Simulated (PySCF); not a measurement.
Simulation results for CH7GeNSi, CH8GeOSi

Calculation on a computer-drawn molecule: the log of a Hartree-Fock and frozen-core CCSD(T) single point meant for a local Hartree-Fock minimum, with one planted fault or none, to be diagnosed. Offsets are logged minus clean, where the clean run is the same molecule without the fault. The reference is restricted for singlets and unrestricted otherwise, and also for a bond in bohr or an excited solution. Adding or removing an electron swaps singlet and doublet. The excited solution moves the top pair (singlet) or top alpha electron (doublet) to the lowest empty orbital. Highest occupied and lowest empty are orbital energies over both spins, largest force is the largest gradient component, triples share is (T) over the correlation energy, the T1 limit is 0.02 restricted and 0.045 unrestricted, electrons count all cores, a negative frequency is imaginary (commonest isotopes), and the dipole is about the centre of nuclear charge; on germanium a core potential holds 10 electrons, which the energies leave out, and 3d is frozen in MP2 and coupled-cluster steps. Program: PySCF 2.14.0.

Common to all runs: meant charge 0; meant multiplicity 1; meant basis cc-pV(D+d)Z; meant basis and core potential on germanium cc-pVDZ-PP ECP10MDF; logged SCF converged yes; logged CC converged no; possible faults no fault, one electron removed, one electron added, multiplicity raised by two, geometry at a saddle point, SCF held on an excited solution, minimal basis STO-3G, one bond length entered in bohr, all coordinates scaled.

Notes on all entries: CCSD not converged.

(1) 
```xyz
11
formula=CH7GeNSi logged_electrons=66 logged_basis_functions=109 logged_spin_squared=0 logged_highest_occupied=-4.0867 logged_lowest_empty=-4.2617 logged_largest_force=0.25078 logged_dipole_magnitude=6.0295 logged_SCF_stable_within_its_kind=no logged_energy_HF=-678.26365 planted_fault=SCF_held_on_an_excited_solution HF_energy_offset_from_clean_run=260.9
C     -1.2788     0.1667     1.4146
Si    -0.0814    -1.2196     1.8634
N      1.3711    -0.7293     2.6288
Ge     2.0712     0.7002     3.1185
H     -0.8286     0.8795     0.7163
H     -1.6075     0.7199     2.3003
H     -2.1704    -0.2491     0.9343
H     -0.8023    -2.1665     2.7536
H      0.2526    -1.9483     0.6118
H      1.4858     2.1055     2.9727
H      3.4357     0.6992     3.7905
```

Units: logged_highest_occupied, logged_lowest_empty in eV; logged_largest_force in hartree/bohr; logged_dipole_magnitude in debye; logged_energy_HF in hartree; HF_energy_offset_from_clean_run in kcal/mol.

Drawn bonds:
```tsv
atom	other atom	order
1	2	1
2	3	1
3	4	2
1	5	1
1	6	1
1	7	1
2	8	1
2	9	1
4	10	1
4	11	1
```

(2) 
```xyz
12
formula=CH8GeOSi logged_electrons=67 logged_basis_functions=114 logged_spin_squared=0.7693 logged_highest_occupied=-16.234 logged_lowest_empty=-8.7997 logged_largest_force=0.11765 logged_dipole_magnitude=8.5696 logged_SCF_stable_within_its_kind=yes logged_energy_HF=-699.39478 planted_fault=one_electron_removed HF_energy_offset_from_clean_run=236.4
C     -1.3645     1.3061     0.3371
Si    -0.8844    -0.4667    -0.0034
O     -0.8940    -0.7377    -1.6192
Ge    -0.6119    -1.9752    -2.8591
H     -0.6630     1.9965    -0.1387
H     -2.3653     1.5182    -0.0484
H     -1.3632     1.5046     1.4132
H      0.4677    -0.7420     0.5466
H     -1.8349    -1.3893     0.6689
H     -1.5816    -3.1332    -2.6197
H      0.8365    -2.4530    -2.7486
H     -0.8730    -1.3017    -4.2017
```

Units: logged_highest_occupied, logged_lowest_empty in eV; logged_largest_force in hartree/bohr; logged_dipole_magnitude in debye; logged_energy_HF in hartree; HF_energy_offset_from_clean_run in kcal/mol.

Drawn bonds:
```tsv
atom	other atom	order
1	2	1
2	3	1
3	4	1
1	5	1
1	6	1
1	7	1
2	8	1
2	9	1
4	10	1
4	11	1
4	12	1
```
